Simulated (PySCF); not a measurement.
**W (tungsten, neutral) across methods**

[Xe] 4f14 5d6, high-spin 5D determinant (an excited configuration). Computed with PySCF 2.14 in aug-cc-pVQZ-PP with ECP60MDF, with a scalar-relativistic core potential.

```csv
method,E (hartree),mean ε 5p β (eV),mean ε 5d α (eV),mean ε 5d β (eV),Σ⟨r²⟩ (bohr²),⟨S²⟩
MN15,-67.0570,-40.882,-4.796,-2.957,53.41,6.018
PBE0,-67.1383,-40.333,-4.215,-2.025,53.78,6.016
r2SCAN,-67.1705,-38.828,-3.356,-1.311,54.46,6.028
LDA,-66.9992,-38.314,-3.387,-1.445,54.97,6.012
TPSSh,-67.1301,-39.226,-3.519,-1.579,54.26,6.014
UHF,-66.52446,-45.990,-7.120,-3.014,54.90,6.080
PBE,-67.1804,-38.254,-3.256,-1.349,55.00,6.014
```

(1) Estimate the same row for BHandHLYP.

Energies and moments cover only the electrons outside the core potential. Spin-orbit coupling, absent here, splits the open shell strongly.

Answers

(1) E (hartree) = -67.0272; mean ε 5p β (eV) = -42.471; mean ε 5d α (eV) = -5.007; mean ε 5d β (eV) = -2.781; Σ⟨r²⟩ (bohr²) = 53.39; ⟨S²⟩ = 6.021.
